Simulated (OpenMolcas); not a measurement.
Cl²⁺: effect of the active space

```yaml
Program: OpenMolcas
Method: CASSCF or its RAS form
Basis: ANO-RCC-VTZP
Scalar_Hamiltonian: DKH2, point nucleus
Spin-orbit_coupling: state interaction with AMFI integrals over the reference wave functions, term energies averaged over their components
```

A. 3 electrons in 3 orbitals (3p); 2S+1 = 4 odd, 1 root; 2S+1 = 2 odd, 8 roots; cost about 1.8 core-seconds
B. 5 electrons in 4 orbitals (3s 3p); 2S+1 = 4 odd, 1 root; 2S+1 = 2 odd, 11 roots; 2S+1 = 4 even, 3 roots; 2S+1 = 2 even, 9 roots; cost of the order of 8 core-seconds
C. 5 electrons in 8 orbitals (3s 3p 4s 4p); 2S+1 = 4 odd, 1 root; 2S+1 = 2 odd, 9 roots; 2S+1 = 4 even, 3 roots; 2S+1 = 2 even, 9 roots; cost roughly 14 core-seconds
D. 5 electrons in 9 orbitals (RAS2 3s 3p; RAS3 3d, at most 2 electrons); 2S+1 = 4 odd, 1 root; 2S+1 = 2 odd, 11 roots; 2S+1 = 4 even, 3 roots; 2S+1 = 2 even, 9 roots; cost of the order of 20 core-seconds

Energies in cm⁻¹ above 3s² 3p³ ⁴S°_3/2, the measured ground level; measured values from Moore, Atomic Energy Levels, vol. I, NSRDS-NBS 35 (1971 reprint of NBS Circular 467, 1949).

```tsv
Level	A	B	C	D	Measured
3s² 3p³ ⁴S°_3/2	0.0	0.0	0.0	0.0	0.0
3s² 3p³ ²D°_3/2	22632	22605	24039	21883	18053
3s² 3p³ ²D°_5/2	22676	22680	24125	21934	18120
3s² 3p³ ²P°_1/2	37666	31269	32474	34011	29812
3s² 3p³ ²P°_3/2	37724	31334	32556	34059	29907
```

Deviations, from unrounded energies. A percentage is the sum of absolute deviations over the sum of measured energies, with the sign that they share, or ± where signs differ.

```csv
Against measurement,Levels,A,B,C,D
mean absolute deviation (cm-1),4,6200,3000,4300,4000
other terms of the ground configuration (%),4,+25.9,+12.5,+18.0,+16.7
```

B lies closest to measurement on these levels and A furthest from it. The largest miss of B in the table is 3s² 3p³ ²D°_5/2, by +4600 cm-1. The ranking rests on the paired levels alone, and a cruder setting can come out closer through cancelling errors.

Among A to D the level of the table that moves most is 3s² 3p³ ²P°_1/2, by 6400 cm-1 (lowest in B, highest in A).

With the s shell closed, the reference lacks s² → p² mixing (holds for A). The run also gave levels led by 3s² 3p² 4p, which use shells meant for correlation; these and all levels above them are left out (holds for C). The run also gave levels led by 3s² 3p² 3d, which use shells meant for correlation; these and all levels above them are left out (holds for D). Computed and measured levels are paired by configuration, term and J; levels that our copy of the source lacks, or whose pairing is in doubt (as where it misses far off the trend of its configuration), stay unpaired and out of the deviations. Only configurations of the active space appear. The table leaves out levels that lie high or whose names do not pair safely across all columns.

° marks odd parity.
